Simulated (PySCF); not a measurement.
Ni: excitation energy

Ni [Ar] 3d8 4s2 (3F) → Ni [Ar] 3d10 (1S), as a difference of total energies. All numbers are calculated (PySCF 2.14, scalar relativity by spin-free X2C-1e, in aug-cc-pVTZ-DK (8s7p5d3f2g, 93 functions)). Correlated levels: valence: [Ar] frozen. The calculations carry no spin-orbit coupling.

```csv
method,excitation energy (cm⁻¹)
UHF,51020
MP2 (valence),-1537.4
SCS-MP2 (valence),5432.4
CCSD (valence),22684
CCSD(T) (valence),17866
```

The coupled-cluster amplitudes are large for the upper state (T1 above 0.03 or a double amplitude above 0.15), so a single reference is strained.
